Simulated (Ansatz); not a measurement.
A run on C3H4AlF, SMILES `C=[C]1[AlH][CH]1F` with other settings.

```yaml
crystal:
  periodic: [false, false, false]
  atoms:
    - {symbol: C, position_ang: [0.583784, 0.812661, 1.145060]}
    - {symbol: C, position_ang: [0.413035, -0.145046, 0.297865]}
    - {symbol: Al, position_ang: [-1.074608, -1.250369, -0.112638]}
    - {symbol: C, position_ang: [0.166965, -0.183124, -1.139150]}
    - {symbol: F, position_ang: [0.109065, 1.037210, -1.824717]}
    - {symbol: H, position_ang: [0.592448, 0.794478, 2.167581]}
    - {symbol: H, position_ang: [0.795784, 1.937079, 0.781567]}
    - {symbol: H, position_ang: [-2.357445, -2.049422, 0.321348]}
    - {symbol: H, position_ang: [0.863433, -0.829262, -1.671854]}
basis:
  gaussian: {orbitals: def2-SVP}
magnetization: {spin_polarized: true, initial_magnetization: 2}
hamiltonian: {xc: {name: B97M-V}}
output: {forces: true}
```

```sh
$ ansatz run in.yaml --threads 2 --pin off --events-out ev --progress --plain --max-ram 4352MiB
```

Shortened log:

```
Functional definition: B97M-V
1047 factors; their error is unknown
mean field evaluation 1: about -12460.4848 eV, gradient 4.6e1 eV
mean field evaluation 2: about -12359.7964 eV, gradient 1.2e2 eV
mean field evaluation 4: about -12472.9400 eV, gradient 1.4e1 eV
mean field evaluation 8: about -12474.3800 eV, gradient 2.7e-1 eV
mean field evaluation 16: about -12474.3177 eV, gradient 3.8e-3 eV
mean field -12474.31766867 eV, -458.4227189275 hartree, gradient 2.7e-5 eV, S^2 2.023279; 6 other end points of the search recorded, 0 dependent functions left out
reference -12474.31772462 eV, -458.4227209837 hartree; 23, 21 occupied and 71, 73 virtual orbitals, 1047 factors
Total energy: -12474.31772462 eV, -458.4227209837 hartree
Atom 0 at     0.583784     0.812661     1.145060 Å, force     2.002965     7.474118    -0.291912 eV/Å
Atom 1 at     0.413035    -0.145046     0.297865 Å, force    -2.409839    -4.021594    -4.524312 eV/Å
Atom 2 at    -1.074608    -1.250369    -0.112638 Å, force    -1.519447    -2.766671     1.156505 eV/Å
Atom 3 at     0.166965    -0.183124    -1.139150 Å, force     3.206027     3.259294     0.783198 eV/Å
Atom 4 at     0.109065     1.037210    -1.824717 Å, force    -0.657043    -0.904343     0.301304 eV/Å
Atom 5 at     0.592448     0.794478     2.167581 Å, force    -0.538728    -0.562015     2.880816 eV/Å
Atom 6 at     0.795784     1.937079     0.781567 Å, force     0.257615    -2.368294     0.482223 eV/Å
Atom 7 at    -2.357445    -2.049422     0.321348 Å, force    -0.061257     0.239158    -0.150327 eV/Å
Atom 8 at     0.863433    -0.829262    -1.671854 Å, force    -0.280292    -0.349653    -0.637496 eV/Å
Dipole moment:     0.099230     0.095644     0.063517 e Å
```

Run time 13 s (2 threads of an AMD EPYC 7B13 on a shared host); peak host memory 0.4 GiB.
